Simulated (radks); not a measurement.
Correlation energies from several functionals, in hartree. Species: N5+ [He]; P [Ne] 3s2 3p3. Calculated with a radial shooting solver on a logarithmic mesh with Libxc functionals: non-relativistic Kohn-Sham, exchange-only PBE, spin-polarised, spherical densities, point nucleus. Every spin shell is full or empty, so the densities are truly spherical. Functionals are evaluated on that one density, not self-consistently.

functional        N5+         P
PW92         -0.18147   -1.1114
VWN5         -0.18243   -1.1172
Wigner       -0.10788  -0.68780
Chachiyo     -0.17858   -1.0890
PBE         -0.047161  -0.52306
PBEsol      -0.060782  -0.61438
P86         -0.064098  -0.59417
PW91        -0.058289  -0.57448
AM05         -0.15817   -1.0056
OP (B88)    -0.073318  -0.54225
revTPSS     -0.050336  -0.54325
SCAN        -0.043253  -0.52279
r2SCAN      -0.043253  -0.52749
Tao-Mo      -0.032752  -0.47674
